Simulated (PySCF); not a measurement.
## Structure from NMR data

An unknown has the formula C₈H₁₅PS. Its calculated NMR data are:

¹H NMR (400 MHz, computed): δ 7.00 (m, 1H), 6.58 (m, 1H), 6.39 (m, 1H), 6.12 (m, 1H), 5.68 (m, 1H), 2.26 (d, 3H), 1.48 (m, 1H), 1.20 (m, 3H), 0.96 (m, 3H).

¹³C{¹H} NMR (computed): δ 160.6 (CH), 142.9 (CH2), 142.8 (CH), 131.4 (CH), 34.4 (CH), 19.6 (CH3), 16.7 (CH3), 16.0 (CH3).

No solvent, one computed conformer, rapidly exchanging positions averaged, non-relativistic Hamiltonian. PBE0-D3(BJ)/def2-SVP structure; GIAO B3LYP/pcSseg-1 shieldings; PySCF 2.14.0 with density-fitted response routines.

Chemical shifts δ = σref − σ; ¹H and ¹³C against TMS, all at this level.

Deduce the structure.

Results:


- 8 carbon signals for 8 carbons: no two carbons are equivalent.
- Carbon types of the structure: 4 × CH, 1 × CH2, 3 × CH3, which accounts for all hydrogens.
- δC 160.6, 142.8, 131.4: alkene CH; the olefinic region.
- δC 142.9: terminal =CH2 carbon; as expected for a trigonal carbon in a double bond.
- δC 19.6: allylic methyl carbon; saturated and bonded to C and H only.
- δC 16.7, 16.0: methyl carbon; aliphatic region, no heteroatom directly attached.
- δH 7.00, 6.39: hydrogen on a terminal =CH2 carbon; olefinic region.
- δH 6.58, 6.12, 5.68: hydrogen on an alkene CH; a vinylic proton, deshielded by the sp2 carbon and the C=C anisotropy.
- δH 2.26: hydrogen on an allylic methyl carbon; allylic position.

Structure: `C=C[P@](=S)(/C=C\C)C(C)C`.

The data come from this structure; uniqueness wasn't tested. Such data don't tell enantiomers apart.

Splittings by ³¹P in the carbon and heteronuclear signals aren't shown, as no couplings were computed. Shifts are as computed. Against solution values, carbons near 30 ppm lie about +2 ppm off and those near 130 ppm about +6 ppm (rms about the fit 1.1 ppm; single classes can miss by 10 ppm). Of 1328 compounds with measured shifts, 309 miss one by over three times the rms of a fit or turn the order of signals round; such compounds aren't used in these exercises. Signals without a measured value on file couldn't be tested in this way. Multiplicities follow the n + 1 count of equivalent neighbours, as no J values were calculated; m marks all less simple cases, F and P coupling included.
